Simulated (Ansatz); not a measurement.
Species: trichloro(fluoro)silane, sum formula SiCl₃F, charge 0, multiplicity 1. 
Coordinates optimised at B3LYP-D3(BJ)/def2-TZVP (Ansatz, a first-principles code):
```xyz
5

F     -0.0314     0.1450     1.8211
Si    -0.0042     0.0195     0.2456
Cl     1.8899    -0.4127    -0.3259
Cl    -0.6010     1.7864    -0.5439
Cl    -1.2687    -1.4665    -0.2965
```
Charge 0, spin multiplicity 1.

Total electronic energies in hartree. Correlated levels leave the core frozen unless marked. No spin-orbit coupling. No relativistic terms. CBS marks a two-point X^-3 extrapolation of the correlation energy; Hartree-Fock from the larger set (for Q and 5 zeta extrapolated as (X+1)exp(-9√X)). [CCSD(T)-MP2]/basis is that difference in the basis named.

```csv
level,program,energy (Eh)
HF/STO-3G,Ansatz,-1747.56046
HF/cc-pV(Q+d)Z,Ansatz,-1767.25120
SVWN5/def2-TZVPD,Ansatz,-1764.05773
revPBE-D3(BJ)/def2-TZVPD,Ansatz + dftd3,-1769.92425
r2SCAN-D4/def2-TZVPD,Ansatz + dftd4,?
B97M-V/def2-TZVPD,Ansatz,-1769.80229
B3LYP-D4/def2-TZVPD,Ansatz + dftd4,-1770.33532
CAM-B3LYP/def2-TZVPD,Ansatz,?
RPA@PBE/cc-pV(T+d)Z,Ansatz,-1768.63278
MP2/cc-pV(D+d)Z,Ansatz,-1767.80175
MP2/cc-pwCVTZ,Ansatz,-1768.17177
MP2/cc-pV(5+d)Z,Ansatz,-1768.31124
RI-MP2/aug-cc-pV(T+d)Z,Ansatz,-1768.17589
SCS-MP2/6-31G,Ansatz,-1767.10188
SCS-MP2/cc-pV(T+d)Z,Ansatz,-1768.12587
CCSD/cc-pV(T+d)Z,Ansatz,-1768.19487
CCSD/cc-pwCVTZ,Ansatz,-1768.21358
CCSD/cc-pV(5+d)Z,Ansatz,-1768.34098
CCSD(T)/cc-pV(5+d)Z,Ansatz,-1768.39001
"RI-MP2/CBS(cc-pV(T+d)Z,cc-pV(Q+d)Z)+[CCSD(T)-MP2]/cc-pV(D+d)Z",Ansatz,-1768.3897
"RI-MP2/CBS(aug-cc-pV(T+d)Z,aug-cc-pV(Q+d)Z)+[CCSD(T)-MP2]/aug-cc-pV(T+d)Z",Ansatz,-1768.4225
"CCSD(T)/CBS(aug-cc-pV(T+d)Z,aug-cc-pV(Q+d)Z)",Ansatz,-1768.4217
"CCSD(T)/CBS(cc-pV(Q+d)Z,cc-pV(5+d)Z)",Ansatz,-1768.4250
```

Task: Some entries are withheld; supply them.

Result: 
- r2SCAN-D4/def2-TZVPD, energy (Eh): -1770.11597
- CAM-B3LYP/def2-TZVPD, energy (Eh): -1770.29307
